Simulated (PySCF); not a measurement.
## Magnetisability: `InChI=1S/C4H6OSi/c1-3-5-6-4-2/h2-3H,1,6H2`

Cartesian coordinates in Å; atom numbers follow the order of the lines, from 1:
```xyz
12

C     2.4631   -1.2848    0.2477
C     1.8190   -0.2865    0.0624
Si    0.7983    1.2382   -0.2139
O    -0.6521    1.1502    0.5293
C    -1.6859    0.2991    0.4490
C    -1.7335   -0.8095   -0.2676
H     3.0307   -2.1565    0.4087
H     1.3490    2.3880    0.4894
H     0.6393    1.3939   -1.6635
H    -2.5197    0.6236    1.0623
H    -2.6093   -1.4301   -0.2637
H    -0.8977   -1.1263   -0.8661
```

Method used: PySCF 2.14.0, GIAO wB97X-D/pcSseg-1 magnetisability, rotational g tensor and spin-rotation constants, non-relativistic, gas phase. Geometry: GFN2-xTB.

(1) What are the magnetisability and the molar susceptibility?

(2) Split it along the inertial axes a, b, c into diamagnetic and paramagnetic parts about the centre of mass, with the quadrupole moment.

(3) And the rotational g tensor?

Results:

(1) Isotropic -948 × 10⁻³⁰ J/T², or -57.1 × 10⁻⁶ cm³/mol; principal values -1024, -917, -902 × 10⁻³⁰ J/T², anisotropy 115 × 10⁻³⁰ J/T² (root of half the summed squared differences of the principal values). The susceptibility is in cgs units.

(2) 
| axis | χ (10⁻⁶ cm³/mol) | diamagnetic (10⁻⁶ cm³/mol) | paramagnetic (10⁻⁶ cm³/mol) | summed x² of all electrons (Å²) | quadrupole Θ (D Å) |
| --- | --- | --- | --- | --- | --- |
| a | -57.6 | -361.9 | 304.3 | 136.9 | +4.45 |
| b | -57.5 | -662.0 | 604.5 | 66.1 | +1.22 |
| c | -56.1 | -861.3 | 805.1 | 19.2 | -5.67 |

Anisotropies 2χaa − χbb − χcc = -1.6 and 2χbb − χaa − χcc = -1.2 × 10⁻⁶ cm³/mol. Θ is traceless in Buckingham's convention.

(3) 
| axis | rotational constant (GHz) | g | nuclear part | electronic part |
| --- | --- | --- | --- | --- |
| a | 4.5063 | -0.0390 | 0.6051 | -0.6442 |
| b | 2.0482 | -0.0160 | 0.5656 | -0.5817 |
| c | 1.5288 | -0.0100 | 0.5683 | -0.5783 |

Asymmetric top; isotopes 12C, 1H, 16O, 28Si; no vibrational averaging.
